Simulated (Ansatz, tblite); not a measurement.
Forces on the cluster K₄H₄ at its r2SCAN-D4/def2-SVP geometry. The state is a singlet with charge 0.

The xTB rows come from tblite. Another isomer (singlet) lies 0.84 eV lower at PBE0-D4/def2-TZVP; other spin states weren't run for this one.

GFN1-xTB (tblite), largest force 0.35 eV/Å:

```xyz
8
positions Å, forces eV/Å
K    -2.399   -0.138    2.672    0.239    0.023   -0.251
K    -0.776    1.243   -1.060    0.100   -0.164    0.120
K     2.434    0.069   -2.814   -0.200   -0.001    0.238
K     1.228   -1.175    0.615   -0.152    0.141   -0.090
H     0.382   -1.100   -2.025   -0.080   -0.027    0.057
H    -2.552    1.313    0.676    0.130   -0.064   -0.039
H    -0.282   -1.411    2.576    0.018    0.068   -0.134
H     1.966    1.198   -0.641   -0.056    0.024    0.099
```

GFN2-xTB (tblite), largest force 0.56 eV/Å:

```
K 0.348 0.031 -0.371
K -0.300 0.011 0.290
K -0.357 0.000 0.429
K -0.255 -0.045 0.327
H 0.151 0.062 -0.088
H 0.391 -0.241 -0.039
H -0.023 0.253 -0.385
H 0.045 -0.072 -0.162
```

PBE-D4/def2-TZVP (Ansatz), largest force 0.07 eV/Å:

```
K 0.034 0.007 -0.029
K -0.035 0.007 0.014
K -0.047 0.000 0.058
K -0.013 -0.015 0.035
H 0.024 0.017 -0.010
H 0.041 -0.030 -0.002
H -0.008 0.028 -0.043
H 0.005 -0.014 -0.023
```
